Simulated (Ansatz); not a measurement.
Cartesian coordinates (Å):
```xyz
9

Mo     0.1469     0.1013    -0.0202
F      0.3796    -1.7334     0.2257
F     -0.3548     0.0878     1.7768
F      1.9037     0.3331     0.5563
F     -1.6298    -0.2611    -0.4508
O      0.6868    -0.0726    -1.7770
H      1.0144    -0.7239    -2.4226
O     -0.1540     1.9246    -0.0689
H     -0.4714     2.6470     0.5023
```
Charge 0, multiplicity 1.

Calculation: Ansatz (a program for electronic structure) with frozen-core CCSD(T)/def2-TZVPP // TPSS-D3(BJ)/def2-SVP.

| Property | Result |
|---|---|
| HF energy | -616.51581 Ha |
| MP2 correlation energy | -2.10917 Ha |

Task: Estimate the CCSD correlation energy, the (T) correction, the total energy and the T1 diagnostic.

Result: 
```
Quantity                         Value
-----------------------  -------------
CCSD correlation energy    -2.03997 Ha
(T) correction             -0.10231 Ha
CCSD(T) total energy     -618.65809 Ha
T1 diagnostic                    0.026
```
